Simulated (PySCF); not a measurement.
Si(Cl)2(Me)(NH2) (CH₅Cl₂NSi), SMILES C[Si](N)(Cl)Cl.

Coordinates come from a PBE0-D3(BJ)/def2-SVP optimisation. The values are those of a single conformer.

Calculation: PBE0-D3(BJ)/def2-SVP in PySCF.

Frequencies are harmonic and unscaled.

```csv
mode,ν (cm⁻¹),IR (km/mol),Raman (Å⁴/amu),depolarisation,moving atoms (share of kinetic energy)
1,131,10.7,1.9,0.73,"H 50 %, Cl 31 %, C 9 %, N 9 %"
2,153,0.7,0.2,0.75,H 92 %
3,163,2.6,2.1,0.75,"Cl 30 %, H 27 %, C 27 %, N 14 %"
4,213,0.3,1.0,0.73,"H 39 %, Cl 39 %, C 10 %, Si 10 %"
5,231,8.8,2.0,0.65,"H 25 %, Cl 24 %, Si 22 %, C 19 %, N 12 %"
6,256,6.9,3.4,0.70,"Cl 31 %, H 27 %, N 24 %, Si 11 %"
7,288,21.6,2.6,0.72,"H 42 %, N 30 %, Cl 11 %, Si 10 %"
8,428,157.5,1.8,0.09,"H 67 %, N 29 %"
9,483,44.0,10.2,0.02,"Cl 53 %, Si 22 %, C 11 %"
10,570,174.6,2.6,0.64,"Si 54 %, Cl 34 %, H 10 %"
11,722,32.4,5.5,0.22,"H 42 %, C 32 %, Si 21 %"
12,756,16.4,3.1,0.22,"H 62 %, C 20 %, N 11 %"
13,809,88.5,0.8,0.63,"H 68 %, C 21 %, Si 9 %"
14,873,117.3,0.5,0.43,"H 63 %, Si 17 %, N 13 %"
15,917,147.2,3.2,0.30,"Si 43 %, N 38 %, H 16 %"
16,1272,37.3,0.5,0.23,"H 76 %, C 23 %"
17,1421,5.9,10.8,0.75,H 96 %
18,1424,4.3,10.5,0.75,H 96 %
19,1537,63.2,4.9,0.71,"H 89 %, N 11 %"
20,3066,0.3,130.3,0.00,H 97 %
21,3172,0.5,80.1,0.75,"H 91 %, C 9 %"
22,3186,0.1,73.7,0.75,"H 91 %, C 9 %"
23,3606,47.1,121.8,0.12,H 96 %
24,3707,46.6,74.5,0.75,"H 91 %, N 9 %"
```
